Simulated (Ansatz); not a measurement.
B6As6, a cluster cut from wurtzite BAs (bare), relaxed as a singlet with RKS PBE-D4/def2-SVP in Ansatz, starting from the GFN2-xTB geometry. Force threshold 0.03 eV/Å.

Start:

```tsv
atom	x (Å)	y (Å)	z (Å)
B1	1.6788	-0.4593	-0.3147
As2	2.0465	1.4272	-0.7128
As3	-1.8427	0.2342	-2.0453
B4	0.0159	0.7953	-0.7672
B5	1.2802	0.7031	0.9603
As6	-1.4799	2.0904	-0.4710
As7	1.0994	-2.3340	-0.2856
B8	-0.3993	-0.8532	-0.5783
B9	0.8511	-1.0000	1.1539
As10	0.0963	0.2589	2.4905
As11	-2.3095	-1.1995	-0.1016
B12	-1.0366	0.3368	0.6718
```

Estimate the energy that the relaxation releases and the steps that it takes.

5.6 kcal/mol, in 9 steps; 27 s on 2 threads of AMD EPYC 7R13 on a shared host and a share (18 GiB) of an NVIDIA H100 80GB HBM3. No frequencies were taken in this run, so the end may be a saddle point.

Does the start keep its bonding and symmetry?

By distances, no bond broke or formed. The bond that changes most is B4–B8, from 1.71 to 1.82 Å (atoms count from 1). Point group Cs at the start, Cs at the end, both within 0.05 Å.

Predict the relaxed structure.


Cartesian coordinates in Å:
```
B 1.5938 -0.4421 -0.3534
As 2.0757 1.4788 -0.7293
As -1.7983 0.2231 -2.0461
B 0.0700 0.8346 -0.7868
B 1.1875 0.7155 0.9268
As -1.4746 2.0834 -0.4466
As 1.0997 -2.3953 -0.2892
B -0.3706 -0.9159 -0.5866
B 0.7627 -0.9753 1.1194
As 0.0902 0.2686 2.5685
As -2.2996 -1.1909 -0.0770
B -0.9365 0.3155 0.7003
```
Bond lengths: 15 × As–B 2.01 to 2.34 Å; 6 × B–B 1.75 to 1.87 Å; 2 × As–As 2.47 to 2.48 Å.
